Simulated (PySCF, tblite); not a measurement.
Compound: C₄H₁₁BO₂.
Atom-mapped SMILES: `[CH3:1][B:2]([OH:3])[O:4][CH:5]([CH3:6])[CH3:7]` (hydrogens: H8, H9, H10 on C1; H11 on O3; H12 on C5; H13, H14, H15 on C6; H16, H17, H18 on C7)

Computed with GFN2-xTB (tblite), gas phase: Langevin dynamics at 600 K from the optimised GFN2-xTB geometry, time step 0.5 fs, friction 0.01 fs⁻¹, 2000 steps. Over the second half of the run the saved frames average 620 K.

Frame at 250 fs, instantaneous temperature 440 K:
```
atom  x, y, z in Å
C1      2.121   -1.292    1.618
B2      0.907   -0.287    0.987
O3      0.677    0.843    1.661
O4      0.007   -0.858    0.061
C5     -0.886   -0.061   -0.682
C6     -0.087    0.435   -1.996
C7     -2.142   -0.857   -0.908
H8      2.667   -1.830    0.846
H9      1.631   -2.054    2.234
H10     2.889   -0.731    2.138
H11     0.983    0.967    2.514
H12    -1.095    0.857   -0.074
H13    -0.724    1.182   -2.662
H14     0.766    0.935   -1.606
H15     0.315   -0.413   -2.617
H16    -2.821   -0.935    0.011
H17    -2.854   -0.484   -1.695
H18    -1.947   -1.883   -1.081
```

Frame at 425 fs, instantaneous temperature 757 K:
```
atom  x, y, z in Å
C1      1.733   -2.169    1.982
B2      1.299   -0.929    1.173
O3      1.338    0.270    1.850
O4      0.971   -0.996   -0.140
C5      0.095   -0.013   -0.627
C6      0.515    0.655   -1.988
C7     -1.308   -0.719   -0.928
H8      1.764   -3.080    1.460
H9      1.329   -2.291    2.990
H10     2.721   -1.933    2.173
H11     2.072    0.147    2.395
H12    -0.164    0.772    0.087
H13     0.068    1.683   -2.308
H14     1.511    1.077   -1.720
H15     0.733   -0.116   -2.742
H16    -1.500   -1.302   -0.005
H17    -1.983    0.011   -1.378
H18    -1.212   -1.357   -1.749
```

Frame at 625 fs, instantaneous temperature 835 K:
```
atom  x, y, z in Å
C1      2.113   -2.312    1.502
B2      1.280   -1.066    1.035
O3      1.498    0.086    1.744
O4      0.475   -1.058   -0.075
C5     -0.216    0.150   -0.519
C6      0.462    0.498   -1.857
C7     -1.606   -0.229   -0.814
H8      1.807   -3.225    1.328
H9      2.409   -2.114    2.585
H10     3.005   -2.250    0.922
H11     2.166   -0.138    2.320
H12    -0.107    0.788    0.418
H13    -0.109    1.462   -2.199
H14     1.511    0.740   -1.541
H15     0.418   -0.435   -2.462
H16    -2.022   -0.373    0.173
H17    -2.037    0.659   -1.258
H18    -1.862   -1.068   -1.369
```

Frame at 800 fs, instantaneous temperature 699 K:
```
atom  x, y, z in Å
C1      1.800   -2.547    1.633
B2      1.350   -1.186    0.903
O3      1.975    0.057    1.120
O4      0.503   -1.209   -0.071
C5     -0.214   -0.035   -0.628
C6      0.610    0.662   -1.655
C7     -1.702   -0.475   -0.788
H8      0.934   -3.227    1.522
H9      2.148   -2.431    2.698
H10     2.593   -2.901    1.052
H11     2.804   -0.094    1.626
H12    -0.193    0.655    0.300
H13     0.348    0.456   -2.724
H14     0.609    1.689   -1.675
H15     1.695    0.473   -1.532
H16    -2.212   -0.630    0.221
H17    -2.269    0.272   -1.298
H18    -1.748   -1.495   -1.159
```

Frame at 1000 fs, instantaneous temperature 397 K:
```
atom  x, y, z in Å
C1      2.522   -2.260    1.185
B2      1.548   -1.098    0.786
O3      1.848    0.176    1.269
O4      0.421   -1.270   -0.002
C5     -0.404   -0.294   -0.577
C6      0.386    0.987   -1.212
C7     -1.079   -0.984   -1.768
H8      2.251   -2.805    2.108
H9      3.555   -2.085    1.292
H10     2.315   -2.986    0.330
H11     2.636    0.009    1.769
H12    -1.142    0.053    0.192
H13     0.640    0.766   -2.235
H14    -0.208    1.771   -1.053
H15     1.236    0.921   -0.553
H16    -1.721   -1.839   -1.600
H17    -1.591   -0.237   -2.440
H18    -0.414   -1.378   -2.550
```

Question: What do single points at PBE0/pcSseg-1 (PySCF, gas phase) give on these frames?

Answer: 
| t (fs) | GFN2-xTB E above start (eV) | DFT E above lowest frame (eV) | HOMO (eV) | LUMO (eV) | dipole (D) |
| --- | --- | --- | --- | --- | --- |
| 250 | 1.02 | 0.00 | -7.91 | 0.68 | 1.27 |
| 425 | 1.62 | 0.53 | -7.86 | 0.95 | 1.09 |
| 625 | 1.43 | 0.36 | -7.97 | 1.16 | 0.79 |
| 800 | 1.18 | 0.09 | -8.07 | 1.06 | 0.73 |
| 1000 | 1.24 | 0.23 | -7.98 | 1.04 | 1.09 |

Both levels order the frames alike by energy; measured from each level's lowest frame they differ by 0.07 eV at most. The HOMO–LUMO gap runs from 8.59 to 9.13 eV. These are instantaneous structures, not minima.

Question: And the isotropic GIAO shieldings (ppm) from the same runs?

Answer: 
| atom | 250 fs | 425 fs | 625 fs | 800 fs | 1000 fs | mean | range |
| --- | --- | --- | --- | --- | --- | --- | --- |
| C1 | 181.6 | 192.8 | 187.1 | 184.7 | 187.0 | 186.6 | 11.2 |
| B2 | 68.4 | 66.0 | 69.4 | 71.7 | 67.5 | 68.6 | 5.7 |
| O3 | 200.9 | 212.3 | 201.1 | 195.1 | 166.7 | 195.2 | 45.6 |
| O4 | 167.8 | 178.7 | 154.2 | 150.3 | 176.0 | 165.4 | 28.4 |
| C5 | 116.6 | 117.3 | 108.0 | 112.4 | 112.1 | 113.3 | 9.3 |
| C6 | 145.6 | 160.0 | 145.5 | 169.9 | 159.4 | 156.1 | 24.4 |
| C7 | 164.1 | 150.7 | 165.7 | 160.0 | 158.3 | 159.8 | 15.0 |
| H8 | 31.4 | 32.6 | 34.1 | 30.8 | 30.7 | 31.9 | 3.4 |
| H9 | 31.0 | 31.3 | 30.9 | 30.8 | 32.4 | 31.3 | 1.6 |
| H10 | 31.9 | 33.6 | 31.9 | 32.4 | 29.9 | 31.9 | 3.7 |
| H11 | 28.2 | 30.5 | 29.7 | 28.0 | 28.1 | 28.9 | 2.5 |
| H12 | 26.1 | 27.0 | 25.1 | 25.3 | 26.6 | 26.0 | 1.9 |
| H13 | 28.3 | 28.1 | 28.2 | 29.9 | 31.2 | 29.1 | 3.1 |
| H14 | 30.9 | 29.5 | 29.0 | 31.6 | 32.3 | 30.7 | 3.3 |
| H15 | 29.0 | 29.9 | 29.0 | 29.3 | 28.2 | 29.1 | 1.7 |
| H16 | 29.0 | 29.7 | 30.4 | 28.9 | 30.2 | 29.6 | 1.5 |

What follows is the cost of the whole dynamics run. Hardware: an Arm Neoverse V2 with one thread, no GPU, shared host with 96 logical CPUs at a one-minute load of 39. Cost: 8.9 s, 0.18 GiB resident at most.
